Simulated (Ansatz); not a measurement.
A basis-limit estimate, worked out

An elementary step of BSiH₇O₂, singlet (SiH₄O ([OH][SiH3]) + BH₃O ([BH2][OH]) → BSiH₅O ([BH2][O][SiH3]) + H₂O (still joined by a long B–O bond); B–O, H–O broken or loosened, B–O, O–H formed or tightened). “Start” and “end” are the PBE0-D4/def2-TZVP structures reached by relaxing down either side of its saddle point, with the molecules still in contact.

Ansatz 0.2.0; basis: def2-TZVPP and def2-QZVPP; cores frozen in the correlated methods.

Energies in eV:

| quantity | end | start |
| --- | --- | --- |
| Hartree–Fock, triple zeta (X = 3) | -12723.42593 | -12723.59649 |
| Hartree–Fock, quadruple zeta (X = 4) | -12723.92381 | -12724.09528 |
| MP2 correlation, X = 3 | -20.11661 | -19.89896 |
| MP2 correlation, X = 4 | -21.64650 | -21.43033 |
| CCSD(T) correlation, X = 3 | -21.88209 | -21.68716 |

Task: Work out the step energy at the basis limit: extrapolate Hartree–Fock as E(X) = E∞ + A exp(−7.88 √X) and the MP2 correlation as E(X) = E∞ + B X^−2.97 (the exponents that Neese and Valeev fitted for def2-TZVPP and QZVPP), then add CCSD(T) − MP2 in triple zeta.

Result: Each step is linear, so take the differences first (end − start): Hartree–Fock 0.17056 (X = 3) and 0.17147 (X = 4); MP2 correlation -0.21765 and -0.21617; CCSD(T) correlation -0.19493.
Two points give E∞ = E(4) + w [E(4) − E(3)], with w = 1/(exp(7.88 (2 − √3)) − 1) = 0.1377 for Hartree–Fock and w = 1/((4/3)^2.97 − 1) = 0.7407 for the correlation.
Hartree–Fock: 0.17147 + 0.1377 × 0.00091 = 0.1716 eV.
MP2 correlation: -0.21617 + 0.7407 × 0.00148 = -0.2151 eV.
CCSD(T) − MP2: -0.19493 − (-0.21765) = 0.0227 eV.
Sum: 0.1716 + (-0.2151) + 0.0227 = -0.0208 eV, or -0.48 kcal/mol. Plain CCSD(T) in triple zeta gives -0.0244 eV, so the larger basis shifts the result by 0.0036 eV.

T1 diagnostic: at most 0.013.

Labels in which every atom is bracketed show which atoms are joined, not bond orders.

For scale, one of the runs: CCSD(T)/def2-TZVPP, 233 basis functions, launched by `ansatz run in.yaml --threads 4 --pin off --events-out ev --progress --plain --max-ram 9574MiB`. Time: 55 s of wall clock on 4 CPU threads of an Intel Xeon Platinum 8488C; the host was shared. Peak host memory: 4.2 GiB.
